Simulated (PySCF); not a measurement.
A calculated (UHF, PySCF 2.14, aug-pcseg-2, no relativity, point nucleus) atom or ion has these occupied shells.

```csv
shell,electrons,orbital energy (eV),"rms radius, mean of both spins (bohr)"
1s β,1,-130.67,0.486
1s α,1,-130.01,0.486
2s β,1,-9.627,2.74
2p α,1,-4.712,3.84
```

**Question.** Name the element and its charge.

**Answer.** Be (beryllium, neutral), in [He] 2s1 2p1, 2s spin antiparallel (an excited configuration).
